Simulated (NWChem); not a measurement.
Species: GeHOCl$_{2}$F; SMILES [OH][Ge]([F])([Cl])[Cl]

```xyz
6

O     -1.2488    -0.1289    -1.4563
Ge    -0.2687    -0.0112    -0.0209
F     -1.3045     0.0646     1.3528
Cl     0.9294    -1.7457     0.0982
Cl     0.9160     1.7518     0.0247
H     -1.9691     0.5139    -1.4758
```
Atoms are numbered in this order, from 1.

STO-3G and 3-21G are far too small for this property and stand as cheap habits. Coordinates come from a PBE0/def2-SVP optimisation.

Question: Give the principal values of the shielding tensors (ppm) of O1, Ge2, F3, Cl4, Cl5 from Hartree-Fock/STO-3G, GIAO (NWChem), with their diamagnetic and paramagnetic parts as GIAO splits them.

Answer: 
```
atom     σ11     σ22     σ33  isotropic  diamagnetic  paramagnetic
----  ------  ------  ------  ---------  -----------  ------------
O1     345.2   461.2   546.5      451.0        376.7          74.3
Ge2   2214.2  2245.5  2282.0     2247.3       2734.8        -487.5
F3     424.1   620.0   643.3      562.5        453.9         108.5
Cl4   1104.1  1313.8  1340.5     1252.8       1129.4         123.4
Cl5   1104.8  1295.0  1318.1     1239.3       1129.5         109.8
```
